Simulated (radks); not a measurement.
Values are calculated unless marked as measured or tabulated.
Ionisation of neutral platinum, [Xe] 4f14 5d9 6s1, to Pt+, [Xe] 4f14 5d9, under several functionals. Scalar-relativistic Kohn-Sham, spin-polarised, spherical densities, finite nucleus; open shells are filled with parallel spins first (spin-orbit coupling, left out, can overturn this in heavy ions); a radial shooting solver on a logarithmic mesh with Libxc functionals.

| functional | E(Pt) (hartree) | Exc (hartree) | IE (eV) | -e(HOMO) (eV) | <r> HOMO (bohr) | IE error (eV) |
|---|---|---|---|---|---|---|
| LDA (Slater exchange, Perdew-Wang correlation) | -18399.4313 | -343.9038 | 9.799 | 5.920 | 1.699 | +0.841 |
| BP86 | -18411.8546 | -356.2989 | 9.678 | 5.780 | 1.695 | +0.719 |
| RPBE | -18410.2273 | -354.6859 | 9.395 | 5.541 | 1.693 | +0.436 |
| exchange-only PBE | -18404.9781 | -349.3505 | 8.911 | 4.665 | 1.712 | -0.048 |
| Wu-Cohen GGA | -18408.4674 | -352.9156 | 9.564 | 5.646 | 1.690 | +0.605 |
| OLYP | -18416.2076 | -360.9179 | 9.175 | 5.466 | 1.686 | +0.216 |
| PBE | -18409.6971 | -354.1477 | 9.508 | 5.622 | 1.695 | +0.549 |
| B86b exchange with PBE correlation | -18411.0279 | -355.4778 | 9.530 | 5.642 | 1.694 | +0.571 |
| LDA (Slater exchange, VWN5 correlation) | -18399.4643 | -343.9374 | 9.805 | 5.919 | 1.698 | +0.846 |
| XLYP | -18411.7100 | -356.1294 | 9.507 | 5.598 | 1.709 | +0.548 |
| BLYP | -18410.6921 | -355.1128 | 9.481 | 5.568 | 1.707 | +0.522 |
| exchange-only B88 | -18406.4671 | -350.8453 | 8.895 | 4.639 | 1.705 | -0.064 |

NIST Atomic Spectra Database: 8.959 eV (measured). Closest: exchange-only PBE. The Delta-SCF values span 0.91 eV, the total energies 16.78 hartree. The highest occupied level is 5d. Open shells are spherical and high-spin; term and fine-structure splittings are not resolved. Spin-orbit splitting is averaged out at the scalar-relativistic level.
